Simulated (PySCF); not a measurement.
PbI3, SMILES [I][Pb-]([I])[I], charge -1.

Geometry optimised at B3LYP-D3(BJ)/def2-SVPD. The isomer is the one that the SMILES or the coordinates give; other isomers of the formula were not compared. The def2 effective core potentials stand for the cores of I, Pb; spin–orbit coupling is left out.

Two levels are set side by side: PBE/def2-SVPD (PySCF) and PBE0/def2-SVPD (PySCF). Same geometry, gas phase. Differences are taken from unrounded values.

| quantity | PBE |
|---|---|
| orbital gap (eV) | 3.04 |
| highest occupied level (eV) | -2.26 |
| lowest empty level (eV) | 0.78 |
| mean polarisability (bohr³) | 205.4 |

Task: These are the PBE values. What does PBE0 give? (An estimate is asked for; the answer gives what the named calculation found.)

Result: 
```tsv
quantity	PBE0	PBE minus PBE0
orbital gap (eV)	4.51	-1.47
highest occupied level (eV)	-3.18	0.92
lowest empty level (eV)	1.33	-0.55
mean polarisability (bohr³)	195.6	9.8
```

PBE's occupied levels lie high since its potential decays too fast outside the molecule; exact exchange lowers them and widens the gap. PBE's more diffuse valence density responds more strongly to a field. Differences between two approximate levels are no errors against the true value.

Rough cost on one machine, each run with all the roots and properties that it gave: PBE0 against PBE within a factor of 2.
